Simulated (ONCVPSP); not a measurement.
**Scattering properties, ONCV potential for Mn (Z = 25)**

manganese (Mn), optimised norm-conserving Vanderbilt (ONCV), made with ONCVPSP 4.0.1 (PBE, scalar-relativistic). Core [Ne], reference 3s2 3p6 3d5 4s2. Waves: 3s+4s: rc 1.30 bohr, ncon 4, nbas 9, qcut 7.7 1/bohr, 2 projectors; 3p: rc 1.45 bohr, ncon 4, nbas 7, qcut 10 1/bohr, 2 projectors, debl 2.7 Ha; 3d: rc 1.80 bohr, ncon 4, nbas 8, qcut 9.3 1/bohr, 2 projectors, debl 2.9 Ha. Local part: polynomial inside 1.20 bohr (lpopt 4, dvloc0 0 Ha). Core correction: Teter function fitted to the true core (icmod 2), fcfact 0.75.

The phase is arctan(r·R′/R) of the radial function R(r), unwrapped; energies in Ha, scanned from -5 to 5 Ha. A pole is an energy at which the radial function vanishes at the test radius. The pseudo phase is shifted by a multiple of π to meet the all-electron one at the reference energy, and phase errors are pseudo minus all-electron; the curves can meet again beyond the range given. Levels narrower than the energy grid can be missing from the lists of poles.

For each channel, where are the poles, and over which energies does the pseudopotential scatter like the atom?

```json
{"channel": "s", "radius (bohr)": "1.32", "reference energy (Ha)": "-0.19", "poles, all-electron": "-2.27", "poles, pseudo": "-2.27", "unbroken range about the reference energy with phases within 0.05 rad": "the whole range", "phase error 1 Ha above the reference energy (rad)": "-0.000"}
{"channel": "p", "radius (bohr)": "1.47", "reference energy (Ha)": "-2.01", "poles, all-electron": "-1.43", "poles, pseudo": "-1.43", "unbroken range about the reference energy with phases within 0.05 rad": "the whole range", "phase error 1 Ha above the reference energy (rad)": "-0.000"}
{"channel": "d", "radius (bohr)": "1.82", "reference energy (Ha)": "-0.25", "poles, all-electron": "0.10", "poles, pseudo": "0.10", "unbroken range about the reference energy with phases within 0.05 rad": "the whole range", "phase error 1 Ha above the reference energy (rad)": "+0.001"}
```

Phases in the p channel:

| E (Ha) | all-electron | pseudo |
| --- | --- | --- |
| -4.96 | 1.219 | 1.219 |
| -4.72 | 1.198 | 1.198 |
| -4.48 | 1.172 | 1.172 |
| -4.24 | 1.140 | 1.140 |
| -4.00 | 1.099 | 1.099 |
| -3.76 | 1.044 | 1.044 |
| -3.52 | 0.966 | 0.966 |
| -3.28 | 0.847 | 0.847 |
| -3.04 | 0.647 | 0.647 |
| -2.80 | 0.277 | 0.277 |
| -2.56 | -0.326 | -0.326 |
| -2.32 | -0.888 | -0.889 |
| -2.08 | -1.215 | -1.215 |
| -1.84 | -1.397 | -1.397 |
| -1.60 | -1.511 | -1.511 |
| -1.36 | -1.590 | -1.590 |
| -1.12 | -1.652 | -1.652 |
| -0.88 | -1.703 | -1.703 |
| -0.64 | -1.749 | -1.749 |
| -0.40 | -1.793 | -1.793 |
| -0.16 | -1.837 | -1.837 |
| 0.08 | -1.883 | -1.883 |
| 0.32 | -1.935 | -1.935 |
| 0.56 | -1.994 | -1.994 |
| 0.80 | -2.064 | -2.064 |
| 1.04 | -2.151 | -2.151 |
| 1.28 | -2.263 | -2.263 |
| 1.52 | -2.410 | -2.410 |
| 1.76 | -2.606 | -2.606 |
| 2.00 | -2.860 | -2.860 |
| 2.24 | -3.159 | -3.159 |
| 2.48 | -3.461 | -3.461 |
| 2.72 | -3.721 | -3.721 |
| 2.96 | -3.921 | -3.922 |
| 3.20 | -4.071 | -4.071 |
| 3.44 | -4.183 | -4.183 |
| 3.68 | -4.268 | -4.269 |
| 3.92 | -4.335 | -4.335 |
| 4.16 | -4.388 | -4.389 |
| 4.40 | -4.432 | -4.432 |
| 4.64 | -4.468 | -4.468 |
| 4.88 | -4.499 | -4.499 |
